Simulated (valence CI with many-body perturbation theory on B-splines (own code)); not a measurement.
Hg30+: E2, M1 decay

Computed by configuration interaction combined with many-body perturbation theory (CI+MBPT): four valence electrons over a frozen Dirac-Fock core [Kr] 4d10, a basis of 7 s, 7 p, 7 d, 7 f, 4 g, 2 h functions for each j, with the one-electron correlation potential Σ1, the two-electron term Σ2, the three-electron term Σ3, Breit, model QED; selected CI, second order for the rest, scaled by the run's own slope (own B-spline code, finite nucleus).

No measured spectrum was set against this ion. As an estimate, large intervals hold to a few tenths of a per cent, small ones and those within an open d or f shell to about a per cent. Excitations out of the core, of the other parity, are not computed and may begin above about 190 eV (a cautious bound); beyond it only levels of the ground parity were kept, without lifetimes.

Lines 51 to 100 of 120 in falling wavelength, among levels below 1531200 cm⁻¹, chosen from the decays that carry over 1 % of a level's rate. Wavelengths and rates use the calculated energies. Electric multipoles are in the length gauge, E1 and E2 with the static RPA response of the core. Weak lines are less certain than strong ones. Lines between different terms over intervals too small for the method are left out, as are lines whose strength nearly cancels. Where a level lies close to another of its J and parity, the split of strength between their lines is uncertain.

Levels are named by their leading jj configuration (3d3/2^4 stands for four electrons in 3d with j = 3/2), which in mixed levels can hold well under half, so a name can repeat and another be missing. Letters in brackets count levels of one name in rising energy.

```csv
λ vac (Å),Upper,Lower,Type,A (s⁻¹),Branch %
2327,(4f5/2^4) J=0,(4f5/2^3 4f7/2) J=1 [a],M1,8.41e-01,30.2
2327,(4f5/2^2 4f7/2^2) J=2 [b],(4f5/2^3 4f7/2) J=2 [b],M1,1.14e+03,50.1
2325,(4f5/2^2 4f7/2^2) J=1 [a],(4f5/2^3 4f7/2) J=2 [b],M1,1.13e+03,49.2
2318,(4f5/2^2 4f7/2^2) J=2 [a],(4f5/2^3 4f7/2) J=3 [a],M1,7.91e+02,26.9
2275,(4f5/2^2 4f7/2^2) J=7 [a],(4f5/2^3 4f7/2) J=6 [a],M1,1.37e+03,71.0
2249,(4f5/2^2 4f7/2^2) J=3 [a],(4f5/2^3 4f7/2) J=3 [a],M1,7.96e+02,29.8
2165,(4f5/2^2 4f7/2^2) J=4 [d],(4f5/2^3 4f7/2) J=5 [b],M1,1.72e+02,11.2
2096,(4f5/2^2 4f7/2^2) J=2 [b],(4f5/2^3 4f7/2) J=2 [a],M1,1.45e+02,6.4
2087,(4f5/2^2 4f7/2^2) J=4 [c],(4f5/2^3 4f7/2) J=3 [b],M1,8.51e+01,6.2
2077,(4f5/2^2 4f7/2^2) J=6 [c],(4f5/2^3 4f7/2) J=5 [b],M1,3.07e+02,34.4
2021,(4f5/2^2 4f7/2^2) J=6 [c],(4f5/2^2 4f7/2^2) J=6 [a],M1,2.75e+02,30.8
1990,(4f5/2^2 4f7/2^2) J=3 [b],(4f5/2^3 4f7/2) J=2 [b],M1,2.58e+02,24.7
1979,(4f5/2^2 4f7/2^2) J=4 [b],(4f5/2^3 4f7/2) J=4 [a],M1,1.22e+03,32.7
1974,(4f5/2^2 4f7/2^2) J=2 [b],(4f5/2^3 4f7/2) J=3 [a],M1,6.00e+01,2.6
1944,(4f5/2^2 4f7/2^2) J=3 [b],(4f5/2^3 4f7/2) J=3 [b],M1,3.49e+02,33.4
1911,(4f5/2^2 4f7/2^2) J=2 [a],(4f5/2^3 4f7/2) J=1 [a],M1,1.24e+03,42.0
1838,(4f5/2^2 4f7/2^2) J=4 [c],(4f5/2^3 4f7/2) J=3 [a],M1,7.85e+01,5.7
1835,(4f5/2^2 4f7/2^2) J=3 [a],(4f5/2^3 4f7/2) J=4 [a],M1,3.00e+01,1.1
1818,(4f5/2^2 4f7/2^2) J=3 [b],(4f5/2^3 4f7/2) J=2 [a],M1,1.18e+02,11.2
1770,(4f5/2^2 4f7/2^2) J=9,(4f5/2^3 4f7/2) J=8,M1,1.13e+03,84.7
1752,(4f5/2^2 4f7/2^2) J=6 [a],(4f5/2^3 4f7/2) J=5 [a],M1,2.63e+03,88.1
1751,(4f5/2^2 4f7/2^2) J=5 [a],(4f5/2^3 4f7/2) J=4 [a],M1,2.03e+02,17.8
1732,(4f5/2^3 4f7/2) J=4 [a],(4f5/2^4) J=4,M1,1.63e+03,92.1
1726,(4f5/2^2 4f7/2^2) J=3 [b],(4f5/2^3 4f7/2) J=3 [a],M1,1.96e+01,1.9
1712,(4f5/2^3 4f7/2) J=5 [b],(4f5/2^3 4f7/2) J=5 [a],M1,2.90e+02,31.1
1704,(4f5/2^2 4f7/2^2) J=4 [d],(4f5/2^3 4f7/2) J=3 [b],M1,1.13e+02,7.4
1690,(4f5/2^2 4f7/2^2) J=2 [c],(4f5/2^3 4f7/2) J=3 [b],M1,1.49e+03,34.2
1671,(4f5/2^2 4f7/2^2) J=2 [b],(4f5/2^3 4f7/2) J=1 [a],M1,8.21e+02,36.0
1670,(4f5/2^2 4f7/2^2) J=1 [a],(4f5/2^3 4f7/2) J=1 [a],M1,1.10e+03,47.8
1616,(4f5/2^2 4f7/2^2) J=5 [b],(4f5/2^3 4f7/2) J=4 [a],M1,1.13e+03,49.3
1606,(4f5/2^4) J=0,(4f5/2^4) J=2,E2,1.94e+00,69.7
1594,(4f5/2^2 4f7/2^2) J=2 [c],(4f5/2^3 4f7/2) J=2 [a],M1,1.51e+03,34.7
1552,(4f5/2^2 4f7/2^2) J=4 [c],(4f5/2^3 4f7/2) J=4 [a],M1,9.04e+02,66.1
1550,(4f5/2^2 4f7/2^2) J=8 [b],(4f5/2^3 4f7/2) J=7,M1,4.93e+02,53.6
1544,(4f5/2^3 4f7/2) J=1 [b],(4f5/2^3 4f7/2) J=1 [a],M1,2.53e+01,5.0
1534,(4f5/2^2 4f7/2^2) J=4 [d],(4f5/2^3 4f7/2) J=3 [a],M1,7.05e+02,46.0
1522,(4f5/2^2 4f7/2^2) J=2 [c],(4f5/2^3 4f7/2) J=3 [a],M1,4.39e+02,10.1
1515,(4f5/2^2 4f7/2^2) J=6 [b],(4f5/2^3 4f7/2) J=7,M1,2.35e+02,27.0
1510,(4f5/2^2 4f7/2^2) J=4 [a],(4f5/2^3 4f7/2) J=5 [a],M1,1.95e+02,14.1
1501,(4f5/2^2 4f7/2^2) J=5 [a],(4f5/2^3 4f7/2) J=6 [a],M1,2.92e+02,25.6
1476,(4f5/2^3 4f7/2) J=3 [a],(4f5/2^4) J=4,M1,2.33e+02,43.6
1471,(4f5/2^2 4f7/2^2) J=3 [b],(4f5/2^3 4f7/2) J=4 [a],M1,9.29e+01,8.9
1423,(4f5/2^2 4f7/2^2) J=0 [a],(4f5/2^3 4f7/2) J=1 [a],M1,5.93e+02,93.1
1400,(4f5/2^2 4f7/2^2) J=5 [b],(4f5/2^3 4f7/2) J=6 [a],M1,1.17e+02,5.1
1396,(4f5/2^2 4f7/2^2) J=2 [a],(4f5/2^4) J=2,M1,5.09e+01,1.7
1347,(4f5/2^3 4f7/2) J=3 [b],(4f5/2^4) J=4,M1,2.36e+02,19.1
1336,(4f5/2^2 4f7/2^2) J=2 [c],(4f5/2^3 4f7/2) J=1 [a],M1,6.87e+02,15.8
1329,(4f5/2^2 4f7/2^2) J=4 [d],(4f5/2^3 4f7/2) J=4 [a],M1,1.01e+02,6.6
1279,(4f5/2^2 4f7/2^2) J=6 [b],(4f5/2^3 4f7/2) J=6 [a],M1,1.35e+02,15.5
1264,(4f5/2^2 4f7/2^2) J=2 [b],(4f5/2^4) J=2,M1,1.01e+02,4.4
```
